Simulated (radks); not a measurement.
Spherical quantum dot in the effective-mass picture: electrons in a parabolic well V = omega^2 r^2 / 2 with omega = 0.548, all in effective atomic units (hartree* = m*/eps^2 hartree, bohr* = eps/m* bohr), one dielectric constant everywhere. Calculated with a radial shooting solver with Libxc functionals: non-relativistic Kohn-Sham, PBEsol, spin-polarised, spherical densities. Levels are named by radial order and angular momentum (1s, 1p, 1d, 2s, ...), and open shells are averaged over m. Results are scaled to m* = 0.499 and eps = 13.3, for which hartree* = 76.76 meV and bohr* = 1.41 nm. Each electron was tried in the lowest free levels, single moves between levels near the top were tried too, and the lowest total energy was kept; such a search can miss a lower state. The series stops at N = 32: beyond it a trial failed or the search could not be trusted, so later rows were left out. At N = 1 the Hartree and exchange-correlation terms need not cancel, so that row can carry a self-interaction error.

| N | open shells | 2S | E (meV) | mu = E(N) - E(N-1) (meV) | addition energy mu(N+1) - mu(N) (meV) | rms radius (nm) |
|---|---|---|---|---|---|---|
| 1 | 1s(up 1, down 0) | 1 | 63.9574 | 63.957 | 40.30 | 2.347 |
| 2 | none | 0 | 168.211 | 104.25 | 62.55 | 2.542 |
| 3 | 1p(up 1, down 0) | 1 | 335.013 | 166.80 | 25.63 | 2.882 |
| 4 | 1p(up 2, down 0) | 2 | 527.447 | 192.43 | 25.71 | 3.088 |
| 5 | 1p(up 3, down 0) | 3 | 745.587 | 218.14 | 31.91 | 3.244 |
| 6 | 1p(up 3, down 1) | 2 | 995.642 | 250.05 | 22.82 | 3.386 |
| 7 | 1p(up 3, down 2) | 1 | 1268.52 | 272.88 | 22.98 | 3.508 |
| 8 | none | 0 | 1564.37 | 295.86 | 48.40 | 3.617 |
| 9 | 1d(up 1, down 0) | 1 | 1908.63 | 344.26 | 20.36 | 3.757 |
| 10 | 1d(up 2, down 0) | 2 | 2273.25 | 364.61 | 20.22 | 3.879 |
| 11 | 1d(up 3, down 0) | 3 | 2658.08 | 384.84 | 20.01 | 3.987 |
| 12 | 1d(up 4, down 0) | 4 | 3062.93 | 404.85 | 19.77 | 4.086 |
| 13 | 1d(up 5, down 0) | 5 | 3487.55 | 424.62 | 24.74 | 4.178 |
| 14 | 1d(up 5, down 1) | 4 | 3936.91 | 449.36 | 18.54 | 4.266 |
| 15 | 1d(up 5, down 2) | 3 | 4404.80 | 467.90 | 18.47 | 4.349 |
| 16 | 1d(up 5, down 3) | 2 | 4891.18 | 486.37 | 18.34 | 4.426 |
| 17 | 1d(up 5, down 4) | 1 | 5395.89 | 504.72 | 18.18 | 4.500 |
| 18 | none | 0 | 5918.79 | 522.90 | 22.56 | 4.571 |
| 19 | 2s(up 1, down 0) | 1 | 6464.25 | 545.46 | 20.79 | 4.641 |
| 20 | none | 0 | 7030.51 | 566.25 | 31.06 | 4.709 |
| 21 | 1f(up 1, down 0) | 1 | 7627.82 | 597.32 | 16.60 | 4.783 |
| 22 | 1f(up 2, down 0) | 2 | 8241.74 | 613.91 | 16.49 | 4.853 |
| 23 | 1f(up 3, down 0) | 3 | 8872.14 | 630.40 | 16.37 | 4.921 |
| 24 | 1f(up 4, down 0) | 4 | 9518.91 | 646.77 | 16.25 | 4.985 |
| 25 | 1f(up 5, down 0) | 5 | 10181.9 | 663.01 | 16.12 | 5.048 |
| 26 | 1f(up 6, down 0) | 6 | 10861.1 | 679.13 | 16.00 | 5.107 |
| 27 | 1f(up 7, down 0) | 7 | 11556.2 | 695.13 | 19.80 | 5.166 |
| 28 | 1f(up 7, down 1) | 6 | 12271.1 | 714.93 | 15.46 | 5.223 |
| 29 | 1f(up 7, down 2) | 5 | 13001.5 | 730.39 | 15.38 | 5.278 |
| 30 | 1f(up 7, down 3) | 4 | 13747.3 | 745.78 | 15.30 | 5.332 |
| 31 | 1f(up 7, down 4) | 3 | 14508.4 | 761.07 | 15.21 | 5.384 |
| 32 | 1f(up 7, down 5) | 2 | 15284.6 | 776.28 | - | 5.435 |

All shells are closed at N = 2, 8, 18, 20 (there: 1s2 1p6 1d10 2s2); the second difference of the energy has clear peaks (12 % above both neighbours; the first and last values, which can be the largest, are not judged, and half-filled shells can peak too) at N = 2, 5, 8, 13, 20, 27.
